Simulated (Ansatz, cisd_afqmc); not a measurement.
System: V, charge 0, quartet.

Total energies in def2-TZVPP, 5 correlated electrons, 9 frozen orbitals. UHF or UKS for unpaired electrons; spin-orbit terms are left out. Cores are frozen in correlated methods (noble-gas shells, and filled d and f shells in the p block). No relativity. The Monte Carlo rows (phaseless AFQMC, CISD trial, step 0.005/hartree) carry one-sigma bars that omit the constraint's bias. Outlying blocks are dropped, and bars are widened where a walk drifts. Over all cases where full CI ran beside it in this data, AFQMC minus full CI had a median of +0.1 mEh and passed +0.4 mEh in a tenth of the cases. Open-shell metal atoms are single determinants of the lowest configuration found, not pure terms.

| method | program | energy (Eh) | minus CCSDTQ (mEh) |
|---|---|---|---|
| HF | Ansatz | -942.87456 | 75.86 |
| MP2 | Ansatz | -942.93220 | 18.22 |
| CCSD | Ansatz | -942.94711 | 3.31 |
| CCSD(T) | Ansatz | -942.94956 | 0.86 |
| CCSDT(Q) | Ansatz | -942.95040 | 0.02 |
| CCSDTQ | Ansatz | -942.95042 | 0.00 |
| AFQMC/CISD | cisd_afqmc | -942.9498 ± 0.0003 | 0.6 ± 0.3 |

Ansatz is a first-principles code.
